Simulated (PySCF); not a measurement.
Species: [AgCl4]2- (charge -2 and doublet state).
Bonds: Ag1–Cl2, Ag1–Cl3, Ag1–Cl4, Ag1–Cl5.

The calculation used PBE0-D3(BJ)/def2-SVP geometry optimisation, gas phase, def2 core potentials past Kr (PySCF).

Question: List the bond lengths and angles at this level.

Answer: 
| bond | length (Å) |
| --- | --- |
| Ag1–Cl2 and 3 like bonds | 2.489 |

Bonds in one row agree within 0.01 Å and their mean is given. A selection of angles:
| angle | degrees |
| --- | --- |
| Cl2–Ag1–Cl3 | 89.9 |
| Cl2–Ag1–Cl4 | 178.5 |
| Cl3–Ag1–Cl5 | 178.5 |

Ag1 (silver bonded to 4 Cl) is square planar (angles from 89.9° to 178.5°). All 4 Ag–Cl bonds measure 2.489 Å.

Whether it is a minimum is left open (no frequencies). ⟨S²⟩ = 0.753 (exact for a doublet: 0.75). Whether so highly charged an anion holds all its electrons in the gas phase wasn't checked; a finite basis holds them in any case. No counter-ion or solvent screens the charge of this multiply charged ion.

Hardware: one thread of an Arm Neoverse V1, on a shared host. Cost: 44 s. These figures are those of the optimisation.

Caution for open-shell metal species: one SCF solution and one stationary point were followed, and a lower state or a bent or distorted shape isn't ruled out.
